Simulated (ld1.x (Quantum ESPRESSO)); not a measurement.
**bismuth: variants of one TM potential**

Base potential:

* Element: Bi
* Generator: ld1.x (Quantum ESPRESSO) 7.5
* Type: norm-conserving Troullier–Martins (Kleinman–Bylander form)
* Functional: LDA (PZ)
* Relativity: fully relativistic
* Frozen core: [Xe] 4f14
* Valence charge: 15
* Reference configuration: 5d10 6s2 6p3
* Partial waves: 6p (bound): rc 1.85 bohr; 5d (bound): rc 1.80 bohr; 6s (bound): rc 1.70 bohr
* Local potential: the s channel
* Core correction: a·sin(br)/r model core inside 1.60 bohr

Open shells are filled in proportion to 2j + 1 (rel_dist='average').

All-electron outer shells of the reference configuration (LDA (PZ), scalar-relativistic, ld1.x):

| shell | level (eV) | outermost node (bohr) | outermost maximum (bohr) |
| --- | --- | --- | --- |
| 4f | -152.95 | – | 0.34 |
| 5p | -95.96 | 0.48 | 0.86 |
| 5d | -27.18 | 0.51 | 1.03 |
| 6s | -14.76 | 0.98 | 1.86 |
| 6p | -4.77 | 1.14 | 2.44 |

Cutoffs, loose and tight: the cutoffs (Ry, on a coarse ladder) from which the occupation-weighted sum of valence levels, in a spherical-Bessel basis at the reference potential, stays within 10 and 1 mRy of its value at 400 Ry. They do not see the model core or the augmentation charge, which bear on the density cutoff. Test errors are all-electron minus pseudo excitation energies from the reference, over the configurations 5d10 6s2 6p2; 5d10 6s2 6p1; 5d10 6s2 6p0; 5d9 6s2 6p3; 5d10 6s0 6p5; 5d10 6s1 6p4; 5d10 6s2 6p3.3. A dash means not determined; rows that change the core or the reference have their own tests. The largest error is taken over the tests solved by every variant that gives reliable tests at all: 5d10 6s0 6p5; 5d10 6s1 6p4; 5d10 6s2 6p0; 5d10 6s2 6p1; 5d10 6s2 6p2; 5d10 6s2 6p3.3.

A true bound ghost makes a file unfit for plane-wave use even where its test errors are small: the radial tests pick states by their node count and pass the ghost by. Where a test does run into it, the solver fails or the error is huge.

```csv
change,outcome,"cutoff, loose","cutoff, tight",bound ghosts,largest test error (meV)
base,generated,60 Ry,100 Ry,none,+5.5
"all radii but the core radius scaled by about 0.89 (s 1.52, p 1.64, d 1.60 bohr)",generated,100 Ry,140 Ry,"p1/2, p3/2",+11
"all radii but the core radius scaled by about 1.11 (s 1.90, p 2.06, d 2.00 bohr)",generated,55 Ry,90 Ry,none,-6.2
```

**Question.** What comes out with this change to the base: all radii but the core radius scaled by about 0.75 (s 1.28, p 1.38, d 1.34 bohr)?

**Answer.** outcome: generated; cutoff, loose: over 300 Ry; cutoff, tight: over 300 Ry; bound ghosts: p3/2, p1/2; largest test error (meV): +153.

**Question.** What comes out with this change to the base: all radii but the core radius scaled by about 1.37 (s 2.32, p 2.54, d 2.46 bohr)?

**Answer.** outcome: generated; cutoff, loose: 45 Ry; cutoff, tight: 80 Ry; bound ghosts: none; largest test error (meV): -24.

**Question.** What comes out with this change to the base: all radii but the core radius scaled by about 1.22 (s 2.06, p 2.26, d 2.20 bohr)?

**Answer.** outcome: generated; cutoff, loose: 50 Ry; cutoff, tight: 80 Ry; bound ghosts: none; largest test error (meV): -12.

Reading the sweep of the scale of all radii but the core radius (base = 1) (base included, trends over the rows without a ghost): The loose cutoff falls from 60 Ry at 1 to 45 Ry at 1.37. A larger radius leaves more room for a smooth pseudo-wave, so fewer plane waves are needed; a smaller one forces it to follow the all-electron wave where it bends sharply. The median size of the test errors (rows with all tests solved) rises from 1.8 meV at 1 to 3.8 meV at 1.37. More of the atom is replaced by a form fitted at one configuration, so other configurations suffer as the radius grows. Bound ghosts are found at 0.75, 0.89.
